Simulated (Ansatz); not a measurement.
`C[S][In]([F])[F]` and `C[NH][In]([F])[F]` differ in one atom or group.

Ansatz, PBE0-D4/def2-TZVP geometries, multiplicity 1. Each molecule was computed in one conformer, which needn't be the lowest.

Elements past krypton have def2 core potentials.

| property | `C[S][In]([F])[F]` |
| --- | --- |
| HOMO–LUMO gap (B3LYP/def2-TZVPP) / eV | 4.85 |
| LUMO energy (B3LYP/def2-TZVPP) / eV | -2.78 |
| HOMO–LUMO gap (PBE/def2-TZVPP) / eV | 3.29 |
| size of the dipole moment (B3LYP/def2-TZVPP) / D | 3.76 |
| LUMO energy (PBE0/def2-TZVPP) / eV | -2.44 |
| HOMO–LUMO gap (ωB97M-V/def2-TZVPP) / eV | 9.51 |

Q: What does the change do to each property? (Best estimate.)

A: Ansatz gave: 
```tsv
property	`C[NH][In]([F])[F]`	shift
HOMO–LUMO gap (B3LYP/def2-TZVPP) / eV	4.70	-0.15
LUMO energy (B3LYP/def2-TZVPP) / eV	-2.54	0.24
HOMO–LUMO gap (PBE/def2-TZVPP) / eV	3.00	-0.29
size of the dipole moment (B3LYP/def2-TZVPP) / D	4.13	0.37
LUMO energy (PBE0/def2-TZVPP) / eV	-2.18	0.26
HOMO–LUMO gap (ωB97M-V/def2-TZVPP) / eV	9.49	-0.02
```

With PBE0 the HOMO rises by 0.40 eV and the LUMO rises by 0.26 eV, so the gap narrows by about 0.14 eV. PBE moves the HOMO by 0.52 eV and ωB97M-V by 0.27 eV. The zero-point energy changes by 38.5 kJ/mol with +3 modes. Dipoles are sizes alone; their direction can turn.

B3LYP here is the variant with VWN-RPA as its local correlation; programs differ in this.
